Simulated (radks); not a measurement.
Question: Species: C5+. Configuration: 1s0.75 2s0.25 (fractional occupations, a model configuration). Calculated with a radial shooting solver on a logarithmic mesh with Libxc functionals: scalar-relativistic Kohn-Sham, r2SCAN, spin-polarised, spherical densities, finite nucleus; open shells are filled with parallel spins first; meta-GGA in the generalised Kohn-Sham scheme; Fermi nuclear charge, rms radius 2.4702 fm. Some entries of the table are withheld. Estimate them.

orbital  occ.  eigenvalue (hartree)  <1/r> (bohr^-1)  r(max) (bohr)
1s up    0.75             -17.18599              (1)         0.1651
2s up    0.25                   (2)            1.395         0.9098
2p up       0              -3.65833            1.393         0.7210
3d up       0              -1.41128           0.6335          1.559

Answer: 
(1) 1s up <1/r> (bohr^-1): 6.053
(2) 2s up eigenvalue (hartree): -3.83656
